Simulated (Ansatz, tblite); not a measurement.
Removing and adding an electron: `FC(F)(F)c1ccc(-c2ccc(-c3ccc(C(F)(F)F)o3)o2)o1`. The state is a singlet with charge 0. Geometry: r2SCAN-D4/def2-SVP. Ansatz, gas phase; energy differences of separate SCF runs; the oxidised species was run as a doublet alone; the reduced species was run as a doublet alone.

```xyz
29

F    -2.060    0.309   -4.775
C    -1.512    1.529   -4.640
F    -2.121    2.358   -5.501
F    -0.224    1.418   -5.007
C    -1.656    2.056   -3.258
C    -2.267    3.173   -2.753
C    -2.060    3.126   -1.346
C    -1.333    1.976   -1.100
C    -0.826    1.389    0.105
C    -0.891    1.775    1.431
C    -0.198    0.784    2.171
C     0.246   -0.145    1.249
C     0.994   -1.358    1.366
C     1.438   -2.285    0.444
C     2.133   -3.279    1.189
C     2.062   -2.887    2.499
C     2.580   -3.483    3.758
F     3.426   -2.656    4.397
F     1.593   -3.771    4.624
F     3.236   -4.619    3.481
O     1.374   -1.724    2.621
O    -0.134    0.222   -0.004
O    -1.088    1.324   -2.269
H    -2.798    3.931   -3.326
H    -2.400    3.845   -0.603
H    -1.380    2.666    1.819
H    -0.036    0.742    3.247
H     1.277   -2.242   -0.631
H     2.627   -4.173    0.812
```

The xTB rows come from tblite. Single mean-field runs in def2-TZVP are fitted with def2-universal-jkfit.

Question: Estimate orbital energies and vertical ionisation energies and electron affinities at: GFN1-xTB; GFN2-xTB; PBE-D4/def2-TZVP; PBE0-D4/def2-TZVP.

Answer: 
```csv
level,−HOMO (eV),vertical IE (eV),−LUMO (eV),vertical EA (eV),HOMO–LUMO gap (eV),IE − EA (eV),remarks
GFN1-xTB,11.39,13.54,8.85,6.70,2.53,6.84,–
GFN2-xTB,10.85,13.10,8.26,6.07,2.59,7.03,–
PBE-D4/def2-TZVP,5.17,7.21,2.73,0.80,2.44,6.40,HOMO above zero (-1 doublet)
PBE0-D4/def2-TZVP,6.00,7.37,2.06,0.77,3.94,6.60,HOMO above zero (-1 doublet)
```

   A HOMO above zero means that the electron is unbound at that level or that self-interaction error raises the level; the energy of removing that electron tells which. Raw xTB energy differences between charge states are shifted by several eV; the methods need an empirical correction for them. Sets without diffuse functions give affinities that are too small.
